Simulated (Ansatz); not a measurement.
Consider the ligand exchange at the Al–F bond: `[CH3][Al]([CH3])[F]` + `OB(O)O` → `[CH3][Al]([CH3])[O]B(O)O` + H–F.

Gas-phase electronic energies from Ansatz, PBE0-D4/def2-TZVP geometries. CCSD(T)/CBS is the MP2 limit (def2-TZVPP, def2-QZVPP) plus CCSD(T) − MP2 in def2-TZVPP, frozen cores. This one scheme is used for every species. DFT in def2-TZVPP. One conformer a species, not always the lowest.

```json
{"level": "ωB97M-V", "ΔE (kcal/mol)": "11.5"}
{"level": "CCSD/CBS(def2)", "ΔE (kcal/mol)": "10.8"}
```

Question: What does CCSD(T)/CBS give? (Estimate.)

Answer: Computed: +10.4 kcal/mol. The listed levels differ from it by 1.1, 0.4 kcal/mol.

Largest T1 diagnostic among the species: 0.012.

The D4 term adds −2.0 kcal/mol with B3LYP and −1.2 kcal/mol with PBE0; it sums over pairs of atoms, weighted by their polarisabilities, and B3LYP, whose exchange is more repulsive, gets the larger term. In def2-TZVPP, CCSD(T) changes the Hartree–Fock value by −2.2 kcal/mol (the triples alone add −0.4 kcal/mol) and MP2 by −2.3 kcal/mol.

B3LYP here is the variant with VWN-RPA as its local correlation; programs differ in this.
